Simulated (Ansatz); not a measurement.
Species: ZrO2, net charge 0, singlet state. SMILES: [O]=[Zr]=[O]
Geometry: optimised at B3LYP-D3(BJ)/def2-TZVP (Ansatz, a quantum-chemistry and plane-wave program).

Property: atomisation energy (electronic, to ground-state atoms), in kcal/mol. Correlated levels leave the core frozen unless marked. Open shells are spin-unrestricted. Spin-orbit coupling is left out. The frozen core is the preceding noble-gas configuration, with the filled d and f shells of earlier blocks. Past Kr the def2 sets carry scalar-relativistic core potentials. The coupled-cluster limit lacks core correlation, which all-electron functionals hold. CBS marks a two-point X^-3 extrapolation of the correlation energy; Hartree-Fock from the larger set.

The T1 diagnostic of CCSD in the largest basis is 0.031, which is high, so the coupled-cluster rows are less sure than usual.

```csv
level,program,atomisation energy (kcal/mol)
r2SCAN-D3(BJ)/def2-TZVPD,Ansatz + dftd3,339.0
BHLYP/def2-TZVPD,Ansatz,281.9
HSE06-D3(BJ)/def2-TZVPD,Ansatz + dftd3,327.4
B2PLYP/def2-TZVPD,Ansatz,(withheld)
CCSD/def2-SVP,Ansatz,(withheld)
CCSD/def2-TZVPP,Ansatz,(withheld)
"CCSD(T)/CBS(def2-TZVPPD,def2-QZVPPD)",Ansatz,330.9
```

Question: Complete the blanks.

Answer: 
- B2PLYP/def2-TZVPD, atomisation energy (kcal/mol): 334.5
- CCSD/def2-SVP, atomisation energy (kcal/mol): 289.6
- CCSD/def2-TZVPP, atomisation energy (kcal/mol): 300.1
